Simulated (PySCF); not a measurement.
In(Cl)(SiH3)2, H6ClInSi2, SMILES [SiH3][In]([SiH3])[Cl] at its PBE0/def2-SVP optimised geometry (Å):

```
10

In    -1.3645    -1.6733    -2.0631
Cl    -0.6060    -3.9334    -1.9948
Si    -2.7826    -1.2716    -4.1861
H     -3.3489     0.1122    -4.2206
H     -3.9090    -2.2537    -4.2310
H     -1.9242    -1.4664    -5.3953
Si    -0.5063    -0.3741     0.0000
H     -0.9852     1.0428     0.0000
H      0.9890    -0.3741     0.0000
H     -0.9890    -1.0428     1.2472
```

Computed with PBE0/def2-TZVP, def2 effective core potentials past Kr in PySCF. The core electrons that the potentials of In replace are not part of the density. Cells within 0.4 Å of a nucleus heavier than hydrogen are left out (blank, or x).

Map of the electrostatic potential (hartree/e), clipped to [-0.08, 0.12] on the plane z = 0.0 Å:

```
|22222222222222222222111111111|
|22222222222222222222211111111|
|22222222222222222222221111111|
|22222222222222222222222111111|
|22222222222222222222222111111|
|22222222222222222222222111111|
|22222222344432222222222111111|
|22222223589753222222222111111|
|22222235999995322222222111111|
|22222236999997433222222111111|
|22222347999999864322222211111|
|22223347999999997433222221111|
|23333457999999999754322221111|
|33334469999999999999642221111|
|333445899999x9999999953222111|
|33345699999xxx999999973221111|
|33445699999xxx999999973221111|
|334456999999x9999999953221111|
|34445679999999999999632211111|
|34445568999999999754322111111|
|34445556899999997532221111111|
|34444555679999975322211111111|
|34444455556666653322111111111|
|33444444444444332221111111111|
|33344444333332222111111111111|
|33333333322221111111111111111|
|23333322221111100000011111111|
|22222222111000000000000111111|
|22222111100000000000000011111|
```
Scale: ten equal steps from -0.025 (start of '0') to 0.120 (end of '9'), in the order '0123456789'; x runs from -3.50 to 3.50, y from -3.50 (bottom) to 3.50 (top).
